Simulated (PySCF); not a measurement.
**Zinc: highly charged ions in a basis for the neutral atom**

Zn⁷⁺ [Ar] 3d5, Zn⁸⁺ [Ar] 3d4. All numbers are calculated (PySCF 2.14, no relativity, point nucleus, in def2-TZVP). No spin-orbit coupling, so a gap to NIST mixes the basis error with missing relativistic terms.

Changed run: basis of the neutral atom used for a highly charged ion. This setting is unsound on purpose.

| species | method | sound run (hartree) | changed run (hartree) | converged |
| --- | --- | --- | --- | --- |
| Zn⁷⁺ | UHF | not run | -1761.54693 | yes |
| Zn⁷⁺ | r2SCAN | not run | -1762.56629 | yes |
| Zn⁷⁺ | M06-2X | not run | -1762.62191 | yes |
| Zn⁸⁺ | UHF | not run | -1755.15759 | yes |
| Zn⁸⁺ | r2SCAN | not run | -1756.14628 | yes |
| Zn⁸⁺ | M06-2X | not run | -1756.20416 | yes |

Ionisation energy of Zn⁷⁺:

| method | changed run (eV) | NIST (eV) |
| --- | --- | --- |
| UHF | 173.86 | 173.9 ± 1.7 |
| r2SCAN | 174.70 | 173.9 ± 1.7 |
| M06-2X | 174.64 | 173.9 ± 1.7 |

The contracted functions were made for the neutral atom and can be too rigid for a highly charged ion.
